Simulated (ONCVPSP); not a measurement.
Mn (Z = 25): from the effect back to the setting (ONCV)

Base potential:

```
Element                 : manganese (Mn)
Generator               : ONCVPSP 4.0.1
Type                    : optimised norm-conserving Vanderbilt (ONCV)
Functional              : BLYP
Relativity              : scalar-relativistic
Frozen core             : [Ar]
Valence charge          : 7
Reference configuration : 3d5 4s2
Partial waves           : 4s: rc 2.75 bohr, ncon 3, nbas 8, qcut 2.2 1/bohr, 2 projectors, debl 1.5 Ha; p scattering state at 0.11 Ha: rc 2.30 bohr, ncon 4, nbas 9, qcut 2.9 1/bohr, 2 projectors, debl 2.3 Ha; 3d: rc 1.80 bohr, ncon 5, nbas 9, qcut 7.7 1/bohr, local
Local potential         : the d channel
Core correction         : Teter function, fcfact 3.75, rcfact 1.3
```

Cutoffs, loose and tight: the cutoffs (Ha) at which the residual kinetic energy of the hardest occupied pseudo-wave falls to 1 and 0.1 mHa per electron. They do not see the model core or the augmentation charge, which bear on the density cutoff. Test errors are all-electron minus pseudo excitation energies from the reference, over the configurations 3d5 4s1; 3d5 4s0; 3d4 4s0; 3d5 4s0 4p1; variants that change the core or the reference have their own tests.

Only the qcut of the s channel is moved:

| qcut of the s channel (1/bohr) | cutoff, loose | cutoff, tight | bound ghosts | largest test error (meV) | median size of the test errors |
| --- | --- | --- | --- | --- | --- |
| 1.4 | 29 Ha | 80 Ha | s | -710 | 56.2 meV |
| 1.7 | 29 Ha | 80 Ha | s | -653 | 49.3 meV |
| 2 | 29 Ha | 80 Ha | s | -561 | 38.1 meV |
| 2.8 | 29 Ha | 80 Ha | s | -294 | 10.0 meV |
| 3.3 | 29 Ha | 80 Ha | s | -192 | 3.7 meV |

Task: One more run gave cutoff, loose: 29 Ha; cutoff, tight: 80 Ha; bound ghosts: s; largest test error (meV): -348; median size of the test errors: 15.4 meV. Which value of the qcut of the s channel was used?

Result: 2.6 1/bohr. The median size of the test errors moves one way along this sweep, from 56.2 meV at 1.4 to 3.7 meV at 3.3 1/bohr, which places the run between 2 and 2.8 1/bohr.
